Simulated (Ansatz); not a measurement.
C3H12ClN3Sn (`C[NH][Sn]([Cl])([NH]C)[NH]C`). Total charge 0; spin multiplicity 1. Sn: def2 effective core potential. All single points use the PBE0-D4/def2-TZVP geometry. It is one conformer, not always the lowest.

```xyz
20

C     0.310   -2.805    0.098
N    -0.761   -1.970   -0.419
Sn   -0.609    0.032   -0.274
Cl   -1.990    0.811   -1.997
N     1.126    1.007   -0.542
C     1.761    1.067   -1.846
N    -1.153    0.497    1.588
C    -1.255    1.881    2.019
H     0.555   -2.500    1.119
H     1.239   -2.780   -0.487
H    -0.021   -3.847    0.152
H    -1.058   -2.260   -1.341
H     1.788    0.844    0.204
H     1.010    1.283   -2.609
H     2.487    1.885   -1.873
H     2.282    0.146   -2.143
H    -1.919   -0.069    1.925
H    -1.193    1.943    3.110
H    -2.179    2.382    1.703
H    -0.417    2.453    1.614
```

Problem. What is the dipole moment at r2SCAN/def2-TZVPP? (Estimate.)

Solution. Computed: 2.56 D, with components (1.86, -1.19, 1.30) D in this frame, pointing from negative to positive charge.

Problem. And with PBE, B3LYP, ωB97M-V? (Best estimate.)

Solution. The calculation gave: PBE 2.51 D, B3LYP 2.52 D, ωB97M-V 2.47 D.

Problem. Give the Mulliken charges with r2SCAN, ωB97M-V, B3LYP in def2-TZVPP. (An estimate is asked.)

Solution. Ansatz gave: 
```tsv
atom	r2SCAN	ωB97M-V	B3LYP
C1	-0.05	-0.26	-0.20
N2	-0.49	-0.44	-0.48
Sn3	1.12	1.08	1.17
Cl4	-0.39	-0.34	-0.39
N5	-0.51	-0.46	-0.49
C6	-0.04	-0.24	-0.18
N7	-0.51	-0.46	-0.49
C8	-0.04	-0.24	-0.18
H9	0.05	0.12	0.10
H10	0.06	0.12	0.10
H11	0.06	0.12	0.10
H12	0.14	0.11	0.13
H13	0.14	0.11	0.12
H14	0.06	0.12	0.10
H15	0.05	0.12	0.10
H16	0.05	0.11	0.09
H17	0.14	0.11	0.13
H18	0.05	0.11	0.09
H19	0.06	0.12	0.10
H20	0.05	0.11	0.09
```

B3LYP here is the variant with VWN-RPA as its local correlation; programs differ in this.
